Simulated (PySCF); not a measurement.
Compound: TMS-CClF2, C4H9ClF2Si.
Atom-mapped SMILES: `[CH3:1][Si:2]([CH3:3])([CH3:4])[C:5]([F:6])([F:7])[Cl:8]` (hydrogens: H9, H10, H11 on C1; H12, H13, H14 on C3; H15, H16, H17 on C4)

Theory: PBE0-D3(BJ)/def2-SVP geometry optimisation, gas phase in PySCF 2.14.0.

Problem. What internal coordinates does the optimisation give?

Solution. 
```json
{"bond": "C1–Si2, Si2–C3, Si2–C4", "length (bohr)": "3.536"}
{"bond": "Si2–C5", "length (bohr)": "3.659"}
{"bond": "C5–F6, C5–F7", "length (bohr)": "2.544"}
{"bond": "C5–Cl8", "length (bohr)": "3.402"}
{"bond": "C1–H9 and 8 like bonds", "length (bohr)": "2.080"}
```

Bonds in one row agree within 0.02 bohr and their mean is given. A selection of angles:
```json
{"angle": "Si2–C1–H9", "degrees": "110.8"}
{"angle": "H9–C1–H10", "degrees": "108.0"}
{"angle": "C1–Si2–C3", "degrees": "112.4"}
{"angle": "C1–Si2–C4", "degrees": "112.9"}
{"angle": "C1–Si2–C5", "degrees": "106.7"}
{"angle": "C3–Si2–C5", "degrees": "105.4"}
{"angle": "Si2–C5–F6", "degrees": "111.7"}
{"angle": "Si2–C5–Cl8", "degrees": "111.0"}
{"angle": "F6–C5–F7", "degrees": "106.8"}
{"angle": "F6–C5–Cl8", "degrees": "107.6"}
```

Dihedral angles: C1–Si2–C5–F6 179° (antiperiplanar). The mirror-image conformer, all signs reversed, is as good.

The 4 C–Si bonds span 1.870 Å (C1–Si2, drawn single) to 1.936 Å (Si2–C5, drawn single), a spread of 0.066 Å. Si2 (four-coordinate silicon) is distorted tetrahedral (angles from 105.4° to 112.9°).

Point group: near Cs, missed by 0.08 Å at most; the miss may be what the optimiser left on a soft mode. PBE0-D3(BJ)/def2-SVP frequencies: not computed here.
